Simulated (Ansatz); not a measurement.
Z-matrix (Å, degrees):
```
Ti
S 1 2.2828
H 2 1.3673 1 88.74
S 1 2.2828 2 111.48 3 20.42
H 4 1.3674 1 88.71 2 97.47
S 1 2.2828 2 111.50 3 -97.27
H 6 1.3674 1 88.75 2 -20.69
S 1 2.2830 2 105.52 3 141.58
H 8 1.3673 1 88.75 2 141.62
```
Charge 0, multiplicity 1.

The numbers are results of frozen-core CCSD(T)/def2-TZVPP // PBE-D3(BJ)/def2-SVP run with Ansatz (a first-principles code), not measurements.

```yaml
HF energy: -2441.03899 Ha
MP2 correlation energy: -1.17978 Ha
```

**Question.** Estimate the CCSD correlation energy, the (T) correction, the total energy and the T1 diagnostic.

**Answer.** 
The CCSD correlation energy is -1.21879 Ha and the (T) correction comes out as -0.08196 Ha. The CCSD(T) total energy comes out as -2442.33973 Ha and the T1 diagnostic is 0.029.
